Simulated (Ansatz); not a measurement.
A nudged elastic band was laid between two geometries of BClFH4NSi (9 atoms, charge 0, multiplicity 1).

Theory: RKS PBE-D4/cc-pVDZ in Ansatz 0.2.0.

```yaml
movable_images: 9
climbing_image: yes
spring: 5.0 eV/Å²
optimiser: quadratic models (default)
start_path: IDPP
force_threshold: 0.05 eV/Å
iteration_limit: 60
end_points: relaxed
```

First end point:

```xyz
9
Properties=species:S:1:pos:R:3
N 0.937 1.009 0.824
Si 0.421 -0.484 0.081
Cl 1.242 -0.891 -1.863
B -1.560 -0.422 -0.366
F -2.160 0.780 -0.478
H 0.618 1.874 0.371
H 1.927 1.106 1.075
H 0.906 -1.615 0.946
H -2.242 -1.404 -0.606
```

Last end point:

```xyz
9
Properties=species:S:1:pos:R:3
N 0.936 1.008 0.824
Si 0.421 -0.484 0.080
Cl 1.241 -0.889 -1.864
B -1.560 -0.422 -0.366
F -2.157 0.780 -0.479
H 1.926 1.107 1.074
H 0.614 1.872 0.373
H 0.909 -1.615 0.945
H -2.243 -1.403 -0.606
```

(1) Which bonds break or form, and what moves?

(2) What energy profile does the band end with?

(3) What is the geometry of the highest image?

(4) What are the harmonic wavenumbers there?

The band took 16 iterations and about 8 core-minutes.

Results:

(1) No bond is made or broken. The dihedral H7–N1–Si2–Cl3 goes from -65 to 67°. The two ends are copies of one structure, up to a mirror image or an exchange of like atoms.

(2) It converged. The highest image is number 6 of 0 to 10, 4.9 kcal/mol above the ends, which have the same energy within 2 meV. A vibrational analysis at the climbing image gives one clearly imaginary mode, 227i cm⁻¹: a first-order saddle point.

```json
{"image": "0", "path coordinate (Å)": "0.00", "energy (kcal/mol)": "0.0", "dihedral H7–N1–Si2–Cl3 (°)": "-65"}
{"image": "1", "path coordinate (Å)": "0.38", "energy (kcal/mol)": "0.6", "dihedral H7–N1–Si2–Cl3 (°)": "-85"}
{"image": "2", "path coordinate (Å)": "0.77", "energy (kcal/mol)": "2.6", "dihedral H7–N1–Si2–Cl3 (°)": "-122"}
{"image": "3", "path coordinate (Å)": "1.15", "energy (kcal/mol)": "3.3", "dihedral H7–N1–Si2–Cl3 (°)": "-157"}
{"image": "4", "path coordinate (Å)": "1.54", "energy (kcal/mol)": "4.0", "dihedral H7–N1–Si2–Cl3 (°)": "-177"}
{"image": "5", "path coordinate (Å)": "1.92", "energy (kcal/mol)": "4.6", "dihedral H7–N1–Si2–Cl3 (°)": "165"}
{"image": "6", "path coordinate (Å)": "2.30", "energy (kcal/mol)": "4.9", "dihedral H7–N1–Si2–Cl3 (°)": "146"}
{"image": "7", "path coordinate (Å)": "2.75", "energy (kcal/mol)": "4.3", "dihedral H7–N1–Si2–Cl3 (°)": "125"}
{"image": "8", "path coordinate (Å)": "3.19", "energy (kcal/mol)": "2.5", "dihedral H7–N1–Si2–Cl3 (°)": "105"}
{"image": "9", "path coordinate (Å)": "3.64", "energy (kcal/mol)": "0.6", "dihedral H7–N1–Si2–Cl3 (°)": "84"}
{"image": "10", "path coordinate (Å)": "4.08", "energy (kcal/mol)": "0.0", "dihedral H7–N1–Si2–Cl3 (°)": "67"}
```

(3) 
```xyz
9
Properties=species:S:1:pos:R:3
N 1.420 0.919 0.361
Si 0.458 -0.489 -0.106
Cl 0.605 -0.629 -2.217
B -1.566 -0.438 0.181
F -2.146 0.690 0.635
H 1.500 1.601 -0.404
H 1.039 1.423 1.173
H 1.085 -1.750 0.439
H -2.307 -1.372 -0.080
```

(4) 227i, 38, 106, 150, 220, 359, 485, 544, 567, 682, 759, 802, 829, 874, 1052, 1248, 1507, 2130, 2531, 3417, 3507 cm⁻¹.

The run took 4.1 min on 2 threads of Intel(R) Xeon(R) Platinum 8375C CPU @ 2.90GHz (Ice Lake), with other jobs on the host, peak memory 0.17 GiB.
